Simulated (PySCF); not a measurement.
**Electron correlation in V⁺ (vanadium, charge +1)**

[Ar] 3d3 4p1, one real determinant (an excited configuration). Calculation: PySCF 2.14, in x2c-QZVPPall; scalar relativity by spin-free X2C-1e. Frozen: [Ar]; 4 electrons correlated.

| level | correlation energy (mhartree) |
| --- | --- |
| CCSD | -32.64 |
| (T) | -0.76 |
| CCSD(T) | -33.40 |

Diagnostics: T1 = 0.010, D1 = 0.0240, largest double amplitude 0.066.

The real determinant used has ⟨L²⟩ near 14 against 20 for a pure G term, so it mixes terms.

Cost of the coupled-cluster step: about 18 core-seconds, for 4 correlated electrons.

Iterations:

```
CC2 = 0
CCSD nocc = (np.int64(4), np.int64(0)), nmo = (87, 87)
frozen orbitals [[0, 1, 2, 3, 4, 5, 6, 7, 8], [0, 1, 2, 3, 4, 5, 6, 7, 8]]
max_cycle = 100
direct = 0
conv_tol = 1e-08
conv_tol_normt = 1e-06
diis_space = 8
diis_start_cycle = 0
Init t2, MP2 energy = -0.026294867252683
Init E_corr(UCCSD) = -0.0262948672549158
cycle = 1  E_corr(UCCSD) = -0.0303535460896006  dE = -0.00405867883  norm(t1,t2) = 0.0240531
cycle = 2  E_corr(UCCSD) = -0.0313064646000983  dE = -0.00095291851  norm(t1,t2) = 0.0131238
cycle = 3  E_corr(UCCSD) = -0.0320715476885347  dE = -0.000765083088  norm(t1,t2) = 0.0089774
cycle = 4  E_corr(UCCSD) = -0.0320872871367257  dE = -1.57394482e-05  norm(t1,t2) = 0.00539452
cycle = 5  E_corr(UCCSD) = -0.0322851410838772  dE = -0.000197853947  norm(t1,t2) = 0.0039924
cycle = 6  E_corr(UCCSD) = -0.032347946065165  dE = -6.28049813e-05  norm(t1,t2) = 0.00328815
cycle = 7  E_corr(UCCSD) = -0.0325602949908595  dE = -0.000212348926  norm(t1,t2) = 0.00251517
cycle = 8  E_corr(UCCSD) = -0.0325693244839413  dE = -9.02949308e-06  norm(t1,t2) = 0.00130753
cycle = 9  E_corr(UCCSD) = -0.0326152702672737  dE = -4.59457833e-05  norm(t1,t2) = 0.00099934
cycle = 10  E_corr(UCCSD) = -0.0326198876907166  dE = -4.61742344e-06  norm(t1,t2) = 0.000781652
cycle = 11  E_corr(UCCSD) = -0.0326282720094029  dE = -8.38431869e-06  norm(t1,t2) = 0.00136017
cycle = 12  E_corr(UCCSD) = -0.0326443749201699  dE = -1.61029108e-05  norm(t1,t2) = 0.000698023
cycle = 13  E_corr(UCCSD) = -0.0326425264731545  dE = 1.84844702e-06  norm(t1,t2) = 0.000203713
cycle = 14  E_corr(UCCSD) = -0.032644143079099  dE = -1.61660594e-06  norm(t1,t2) = 8.45406e-05
cycle = 15  E_corr(UCCSD) = -0.0326436942997707  dE = 4.48779328e-07  norm(t1,t2) = 3.69876e-05
cycle = 16  E_corr(UCCSD) = -0.0326438807432281  dE = -1.86443457e-07  norm(t1,t2) = 1.27075e-05
cycle = 17  E_corr(UCCSD) = -0.0326439531113999  dE = -7.23681718e-08  norm(t1,t2) = 6.16336e-06
cycle = 18  E_corr(UCCSD) = -0.0326439868094574  dE = -3.36980576e-08  norm(t1,t2) = 5.09471e-06
cycle = 19  E_corr(UCCSD) = -0.0326440576551001  dE = -7.08456427e-08  norm(t1,t2) = 6.13958e-06
cycle = 20  E_corr(UCCSD) = -0.0326441160763812  dE = -5.84212811e-08  norm(t1,t2) = 3.62422e-06
cycle = 21  E_corr(UCCSD) = -0.0326440506830736  dE = 6.53933077e-08  norm(t1,t2) = 1.94835e-06
cycle = 22  E_corr(UCCSD) = -0.0326440456696343  dE = 5.01343927e-09  norm(t1,t2) = 3.82087e-06
cycle = 23  E_corr(UCCSD) = -0.0326439612417172  dE = 8.44279171e-08  norm(t1,t2) = 1.24073e-06
cycle = 24  E_corr(UCCSD) = -0.0326439417231375  dE = 1.95185797e-08  norm(t1,t2) = 3.06885e-07
cycle = 25  E_corr(UCCSD) = -0.0326439412064891  dE = 5.16648349e-10  norm(t1,t2) = 2.18449e-07
UCCSD converged
E(UCCSD) = -947.8376376490107  E_corr = -0.03264394120648913
UCCSD(T) correction = -0.000757230666529152
```

The basis was made for the ground configuration and has no added diffuse functions, which can raise the energy of the promoted electron.

The reference is one real determinant that mixes LS terms of this configuration.
